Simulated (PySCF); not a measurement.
Identify the compound

The spectra below were simulated for a compound C₅H₇FO₃Si.

$^{1}$H NMR (500 MHz, computed): δ 6.07 (br s, 1H), 5.45 (m, 1H), 4.03 (s, 3H), 1.76 (m, 1H), 1.61 (m, 1H).

$^{13}$C{$^{1}$H} NMR (computed): δ 189.1 (C), 165.6 (C), 130.8 (C), 54.9 (CH3), 16.6 (CH2).

No relativistic terms, no solvent, one averaged value for each set of equivalent atoms, a single conformation. GFN2-xTB geometry; NMR shieldings at PBE0/pcSseg-1/GIAO; PySCF 2.14.0 with density-fitted response routines.

δ = σ(ref) − σ, references computed at the same level: TMS for $^{1}$H and $^{13}$C.

Task: Choose the structure that fits.
A. C=C1[C@@H](C(=O)O)[C@@H]1O[SiH2]F
B. C=C1[C@@H](OC=O)[C@@H]1O[SiH2]F
C. CO[Si@@H]1CC(C(=O)O)=C1F

Result: C. 

- Rings plus π bonds: 3 (1 ring in the answer).
- 5 carbon signals for 5 carbons: no two carbons are equivalent.
- Carbon types of the structure: 3 × C, 1 × CH2, 1 × CH3, leaving 2 H on heteroatoms.
- δC 189.1: β carbon of a C=C–C=O unit; conjugation with the carbonyl draws π density from the β position.
- δC 165.6: carboxylic acid carbon; it is a carbonyl in resonance with an O or N lone pair, the region of acids, esters and amides.
- δC 130.8: α carbon of a C=C–C=O unit; as expected for a trigonal carbon in a double bond.
- δC 54.9: methyl carbon bonded to O; pulled downfield by the heteroatom.
- δH 6.07: hydrogen on an acid hydroxyl oxygen; labile proton, position sensitive to the medium.

The others: C=C1[C@@H](C(=O)O)[C@@H]1O[SiH2]F would give 6 signals for carbon-bound and other non-exchanging H, not 4; C=C1[C@@H](OC=O)[C@@H]1O[SiH2]F would give 7 signals for carbon-bound and other non-exchanging H, not 4.

OH and NH positions are those of a molecule without intermolecular hydrogen bonds; in solution they move with solvent, concentration and temperature, and exchange usually removes their couplings. Splittings by $^{19}$F in the carbon and heteronuclear signals aren't shown, as no couplings were computed. Shifts are as computed. Against solution values, carbons near 30 ppm lie about +3 ppm off and those near 130 ppm about +5 ppm. Of 1211 compounds with measured shifts, 218 miss one by over three times the rms of a fit or turn the order of signals round; such compounds aren't used in these exercises. The C=O carbon of an acid or of an amide with N–H lies up to 10 ppm further downfield in solution, through hydrogen bonding that the calculation lacks. Multiplicities follow the n + 1 count of equivalent neighbours, as no J values were calculated; m marks all less simple cases, F and P coupling included.
